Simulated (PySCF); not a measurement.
Cartesian coordinates in Å; atom numbers follow the order of the lines, from 1:
```xyz
18

C     2.815    0.504   -0.176
O     1.426    0.405   -0.435
P     0.687   -1.002   -0.111
O     1.555   -2.158   -0.012
O    -0.410   -1.069   -1.264
C    -1.405   -0.055   -1.295
C    -2.134    0.034    0.041
C    -1.126    0.329    1.145
O    -0.151   -0.699    1.226
H     3.254   -0.491   -0.094
H     3.267    1.043   -1.008
H     2.979    1.052    0.754
H    -2.087   -0.338   -2.103
H    -0.937    0.905   -1.536
H    -2.888    0.820    0.003
H    -2.616   -0.923    0.249
H    -0.630    1.288    0.952
H    -1.606    0.361    2.126
```

No relativistic terms, isolated molecule, single conformer, equivalent nuclei averaged. Shielding tensors at PBE0/pcSseg-1 (GIAO); geometry: GFN2-xTB; PySCF 2.14.

Question: List the cross peaks expected in HSQC, COSY and HMBC spectra.

Answer: 

HSQC (one-bond C–H):
```csv
δH,δC
4.48 (H14/H17),69.8 (C6/C8)
4.39 (H13/H18),69.8 (C6/C8)
4.09 (H10/H11/H12),54.5 (C1)
2.26 (H16),31.0 (C7)
1.16 (H15),31.0 (C7)
```

COSY cross peaks (H two or three bonds apart, from the bond graph; peaks can be absent where the dihedral angle is near 90°):
```csv
δH,δH
4.48 (H14/H17),4.39 (H13/H18)
4.48 (H14/H17),2.26 (H16)
4.48 (H14/H17),1.16 (H15)
4.39 (H13/H18),2.26 (H16)
4.39 (H13/H18),1.16 (H15)
2.26 (H16),1.16 (H15)
```

HMBC (two and three bonds, from the bond graph):
```csv
δH,δC
4.48 (H14/H17),"69.8 (C6/C8), 31.0 (C7)"
4.39 (H13/H18),"69.8 (C6/C8), 31.0 (C7)"
2.26 (H16),69.8 (C6/C8)
1.16 (H15),69.8 (C6/C8)
```

Chemical shifts δ = σref − σ; ¹H (σ = 31.72 ppm) and ¹³C (σ = 186.93 ppm) against TMS, all at this level.

Shifts are as computed. Against solution values, carbons near 30 ppm lie about +3 ppm off and those near 130 ppm about +5 ppm. Of 1211 compounds with measured shifts, 218 miss one by over three times the rms of a fit or turn the order of signals round; such compounds aren't used in these exercises.
